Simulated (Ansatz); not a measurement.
Consider the redistribution: `O[SiH2][GeH2][OH]` + `B[SiH2]C(=N)O` → `N=[C](O)[GeH2][OH]` + `B[SiH2][SiH2]O`.

Program: Ansatz. Geometries: PBE0-D4/def2-TZVP. ΔE: electronic, gas phase. CCSD(T)/CBS adds triple-zeta CCSD(T) − MP2 to the extrapolated MP2 energy (def2 sets, frozen cores). DFT in def2-TZVPP. B3LYP here is the variant with VWN-RPA as its local correlation; programs differ in this. For Ge outer-core shells are correlated without core-valence functions, which leaves a few kJ/mol of doubt a bond. Scalar relativity is left out up to krypton. One conformer a species, not always the lowest.

| level | ΔE (kcal/mol) | difference from CCSD(T)/CBS |
| --- | --- | --- |
| PBE0-D4 | -2.6 | -1.3 |
| ωB97M-V | -0.9 | 0.4 |
| B2PLYP | -1.2 | 0.1 |
| r2SCAN | -2.8 | -1.5 |
| PBE0 | -2.5 | -1.2 |
| B3LYP | -0.8 | 0.5 |
| HF/def2-TZVPP | 0.7 | 2.0 |
| SCS-MP2/def2-TZVPP | -1.2 | 0.1 |
| MP2/def2-QZVPP | -1.5 | -0.2 |
| CCSD/CBS(def2) | -0.7 | 0.6 |
| CCSD(T)/CBS | -1.3 | 0 |

Largest T1 diagnostic among the species: 0.014.

In def2-TZVPP, CCSD(T) changes the Hartree–Fock value by −2.8 kcal/mol (the triples alone add −0.6 kcal/mol) and MP2 by −2.7 kcal/mol.

CCSD(T)/CBS has its own doubt, a few kJ/mol and more with outer-core shells, so smaller differences from it don't rank the levels.
